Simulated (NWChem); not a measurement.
# CH₄OSSe; SMILES S[Se]OC

```xyz
8

Se     0.7430     0.0306     0.0004
O     -0.1409    -1.4166    -0.6109
C     -1.0535    -2.0094     0.2791
H     -1.9109    -1.3439     0.4884
H     -1.4339    -2.9151    -0.2176
H     -0.5837    -2.2956     1.2373
S     -0.7678     1.6132    -0.0461
H     -1.2438     1.4819     1.2166
```
Atoms are numbered in this order, from 1.

Level: PBE0/def2-SVP (NWChem), optimised geometry, unscaled harmonic frequencies. This build's default masses of Se (78.918 u) and Br (79.917 u) are each other's, which moves their modes by up to 0.6 %.

```
frequency (cm⁻¹)  IR intensity (km/mol)
----------------  ---------------------
94                                  2.1
156                                 0.5
244                                 7.0
319                                 3.8
391                                10.2
407                                21.1
608                                55.3
830                                 2.6
1106                              112.9
1169                                2.7
1184                                9.2
1444                                4.7
1453                               12.4
1478                               14.3
2665                                2.6
3014                               52.1
3100                               31.1
3148                               11.2
```

```json
{
  "zero_point_energy": "32.6 kcal/mol",
  "thermal correction to the enthalpy at 298.15 K (with zero-point energy)": "37.0 kcal/mol",
  "heat capacity Cv": "18.8 cal/(mol K)",
  "entropy at 298.15 K and 1 atm (symmetry number 1)": "79.6 cal/(mol K)",
  "dipole_moment": "2.28 D"
}
```

Rigid rotor and harmonic oscillator; modes under 100 cm⁻¹ make the entropy uncertain.
